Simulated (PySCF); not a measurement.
C2H3Cl2FSi, SMILES FC([SiH3])=C(Cl)Cl. Atoms are numbered in the order given.

```xyz
9

F      1.9967     0.4537     0.0000
C      0.6552     0.5609     0.0000
Si    -0.0566     2.3211     0.0000
C     -0.0739    -0.5701     0.0000
Cl     0.6324    -2.1438     0.0000
Cl    -1.8088    -0.4938     0.0000
H     -0.8881     2.5354     1.2152
H     -0.8881     2.5354    -1.2152
H      1.1086     3.2449     0.0000
```

Geometry: B3LYP-D3(BJ)/def2-SVP. The structure was generated by enumeration, and PubChem lists no compound with its InChIKey, so it may never have been made.

Two levels are set side by side: PBE/pcSseg-1 (PySCF) and PBE0/pcSseg-1 (PySCF). GIAO shifts against CFCl3 (¹⁹F), HCl (³⁵Cl), TMS (²⁹Si), TMS (¹H), TMS (¹³C) at the same level; non-relativistic, no solvent, atoms listed together averaged. Without spin–orbit terms, shifts of atoms bonded to Cl or Br come out too high at both levels. Differences are taken from unrounded values.

```csv
quantity,PBE0,PBE,PBE minus PBE0
δ(¹⁹F) of F1 (ppm),-98.7,-103.8,-5.1
δ(¹³C) of C2 (ppm),168.2,165.5,-2.7
δ(²⁹Si) of Si3 (ppm),-73.7,-78.3,-4.6
δ(¹³C) of C4 (ppm),145.1,143.2,-1.8
```

Rough cost on one machine, each run with all the roots and properties that it gave: PBE0 against PBE within a factor of 2.
